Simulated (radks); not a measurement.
Values are calculated unless marked as measured or tabulated.
Dipole-allowed excitations along the series with 28 electrons in [Ar] 3d10. Level of theory: non-relativistic Kohn-Sham, exchange-only LDA, spin-unpolarised, spherical densities, point nucleus (a radial shooting solver on a logarithmic mesh with Libxc functionals). Time-dependent linear response with the Hartree and adiabatic exchange-only LDA kernel, continuum included through the Sternheimer equations. Lines are the poles of the dipole polarisability below minus the highest occupied eigenvalue, found on a grid refined at the orbital gaps; the lowest seven at most are given, and weak or close lines can be missed. The first line takes the name of the lowest orbital gap if no other gap lies below it; otherwise a line is named after a gap within 0.6 % of it, if that gap stands alone.

species  -e(HOMO) (eV)  lowest orbital gap (eV)  first line (eV)      f  strongest line (eV)  its f  static alpha (bohr^3)
Sb23+           1182.6             3d-4p 537.14   540.30 (3d-4p)  0.402  710.29 (unassigned)   4.29                0.01674
Te24+           1271.8             3d-4p 576.98   580.26 (3d-4p)  0.396  757.79 (unassigned)   4.54                0.01491
I25+            1364.1             3d-4p 618.16   621.56 (3d-4p)  0.391  806.64 (unassigned)   4.74                0.01334
